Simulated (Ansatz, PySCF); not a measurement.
Gas-phase reaction in SMILES: Br[SiH](Br)Br + 3 [H][H] (H2) -> 3 Br (HBr) + [SiH4] (SiH4)
Each molecule is optimised on its own at B3LYP-D3(BJ)/def2-TZVP (Ansatz, a first-principles code). Frequencies are from Ansatz or PySCF.

Quantity: energy of full hydrogenation (0 K, with B3LYP-D3(BJ) harmonic zero-point energies), in kcal/mol. Cores are frozen in the correlated levels unless marked. Spin-orbit coupling is left out. Frozen are the shells of the preceding noble gas and the d and f shells that filled before the atom's block. No relativistic terms. Basis-set limits of correlation are two-point, X^-3; Hartree-Fock from the larger set.

CCSD(T)/CBS(def2-TZVPPD,def2-QZVPPD) (Ansatz) gives 55.3 kcal/mol.

Problem. Another calculation gave 57.2 kcal/mol. Which level was it?
A. r2SCAN/def2-TZVPD (Ansatz)
B. wB97M-V/def2-TZVPD (Ansatz)
C. BLYP/def2-TZVPD (Ansatz)
D. revPBE/def2-TZVPD (Ansatz)

Solution. A, r2SCAN/def2-TZVPD (Ansatz). The others give 46.8 (BLYP), 51.3 (revPBE), 54.1 (wB97M-V) kcal/mol.
